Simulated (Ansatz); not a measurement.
Basis sets compared for the cluster As6Se. Charge 0, multiplicity 1. Geometry r2SCAN-D4/def2-SVP. Ansatz on 4 threads of Arm Neoverse V1 on a shared host; times are rough, and most runs start from earlier orbitals.

Cartesian coordinates in Å:
```
As -1.320 -0.046 -1.586
As -1.877 0.190 0.837
As 0.644 1.482 -1.284
As 0.129 -0.562 2.006
As 0.087 1.718 1.139
As 0.960 -0.915 -1.612
Se 1.377 -1.868 0.499
```

The structure comes from a short search, and lower isomers may exist.

Binding counts from free atoms (As quartet, Se triplet) in the same basis, without a counterpoise term.

```tsv
level	functions	energy (Eh)	HOMO (eV)	LUMO (eV)	binding per atom (eV)	wall time
PBE-D4/def2-SVP	224	-15812.7543	-5.44	-3.12	2.93	5.5 s
PBE-D4/def2-TZVPD	381	-15814.7124	-5.51	-3.19	2.97	18 s
BLYP-D4/def2-TZVPD	381	-15817.4144	-5.31	-2.98	2.89	23 s
PBE0-D4/def2-SVP	224	-15813.1896	-6.43	-2.51	2.69	16 s
```

Task: Estimate the rows for PBE-D4/def2-TZVP, BLYP-D4/def2-TZVP (with forces), PBE0-D4/def2-TZVP.

Result: 
```
                          level  functions  energy (Eh)  HOMO (eV)  LUMO (eV)  binding per atom (eV)  wall time
               PBE-D4/def2-TZVP        336  -15814.7098      -5.47      -3.14                   2.97       11 s
BLYP-D4/def2-TZVP (with forces)        336  -15817.4115      -5.25      -2.91                   2.89       14 s
              PBE0-D4/def2-TZVP        336  -15815.1458      -6.40      -2.49                   2.75       45 s
```
